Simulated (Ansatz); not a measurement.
Harmonic frequencies (cm⁻¹) at PBE0-D4/def2-TZVP from Ansatz: 27, 60, 76, 210, 326, 412, 467, 519, 631, 679, 809, 834, 884, 1131, 1428, 2020, 2608, 2730.

Each molecule was computed in one conformer, which needn't be the lowest.

Problem. Which molecule is it?
A. `BrC1B[SiH2]1`
B. `SB[O][AlH][Cl]`
C. `FC1=NCN1`
D. `C#CN=C=C`

Solution. B.
